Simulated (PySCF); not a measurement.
C₆H₁₂Cl₂O.
Numbering: `[CH3:1][CH2:2][C@@H:3]([CH3:4])[O:5][CH2:6][CH:7]([Cl:8])[Cl:9]` (hydrogens: H10, H11, H12 on C1; H13, H14 on C2; H15 on C3; H16, H17, H18 on C4; H19, H20 on C6; H21 on C7)

Theory: PBE0-D3(BJ)/def2-SVP geometry optimisation, gas phase in PySCF.

**Question.** List the bond lengths, angles and torsions at this level.

**Answer.** 
```
                  bond  length (Å)   order
                 C1–C2       1.519  single
                 C2–C3       1.520  single
                 C3–C4       1.519  single
                 C3–O5       1.423  single
                 O5–C6       1.387  single
                 C6–C7       1.520  single
                C7–Cl8       1.779  single
                C7–Cl9       1.780  single
C1–H10, C1–H11, C1–H12       1.100  single
                C2–H13       1.103  single
                C2–H14       1.104  single
                C3–H15       1.107  single
C4–H16, C4–H17, C4–H18       1.101  single
                C6–H19       1.105  single
                C6–H20       1.104  single
                C7–H21       1.097  single
```

Bonds in one row agree within 0.01 Å and their mean is given. Orders are formal, as drawn. A selection of angles:
```
     angle  degrees
  C1–C2–C3    114.1
  C2–C3–C4    112.3
  C2–C3–O5    106.9
  C4–C3–O5    110.5
  C3–O5–C6    117.2
  O5–C6–C7    111.1
 C6–C7–Cl8    109.2
 C6–C7–Cl9    111.6
Cl8–C7–Cl9    110.8
```

Dihedral angles: C1–C2–C3–C4 178° (antiperiplanar); C2–C3–O5–C6 160° (antiperiplanar); C3–O5–C6–C7 -109° (anticlinal); O5–C6–C7–Cl8 -172° (antiperiplanar).

The C–O distances run from 1.387 Å (O5–C6, drawn single) to 1.423 Å (C3–O5, drawn single), a spread of 0.036 Å. Of the pairs four or more bonds apart, O5···H12 is among the closest relative to their van der Waals radii: 2.59 Å, 95 % of the sum of Bondi's values. All 4 C–C bonds measure 1.519 to 1.520 Å.

Point group: C1 (no symmetry element, even within 0.4 Å). No frequency check. The numbers are those of one conformer.
